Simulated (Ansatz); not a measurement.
Ideal-gas functions of BH$_{3}$OSSi (`S[SiH]1BO1`) at 298.15 K and 1 bar, from an Ansatz frequency run at PBE0-D4/def2-TZVP.

Molar mass 89.99 g/mol, point group C1 (symmetry number 1), electronic degeneracy 1, moments of inertia 34.768, 191.074, 196.248 u Å². Harmonic wavenumbers (cm⁻¹, unscaled): 193, 221, 230, 481, 572, 625, 697, 753, 777, 833, 993, 1330, 2255, 2691, 2703.

Use S(trans) = R[1.5 ln M + 2.5 ln T − 1.1517]; rotational temperatures θ = 24.2544 K / I; S(rot) = R[ln(√π/σ · √(T³/θAθBθC)) + 1.5]; for each mode x = 1.438777 ν̃/T, S = R[x/(eˣ − 1) − ln(1 − e⁻ˣ)] and H = RT x/(eˣ − 1); 1 cm⁻¹ = 0.0119627 kJ/mol; R = 8.31446 J/(mol·K).

Task: By hand: the entropy, in J/(mol·K).

Result: Translation 165.0. Rotation: θ = 0.6976, 0.1269, 0.1236 K, giving 107.1. Vibration, mode by mode: 9.20, 8.16, 7.86, 2.96, 2.09, 1.71, 1.30, 1.04, 0.95, 0.76, 0.40, 0.10, 0.00, 0.00, 0.00, in all 36.5. Electronic 0.0. Sum 308.6 J/(mol·K).

Task: By hand: H − E and G − E in kJ/mol, counted from the electronic energy.

Result: Zero-point energy ½ × 15354 × 0.0119627 = 91.8; thermal vibration 6.8; translation, rotation and pV give 4 RT = 9.9. H − E = 108.5 kJ/mol, and G − E = 108.5 − 298.15 × 308.6/1000 = 16.5 kJ/mol.

Vibration gives 12 % of the entropy. The sum counts one conformer and one mirror image; others add a mixing term.
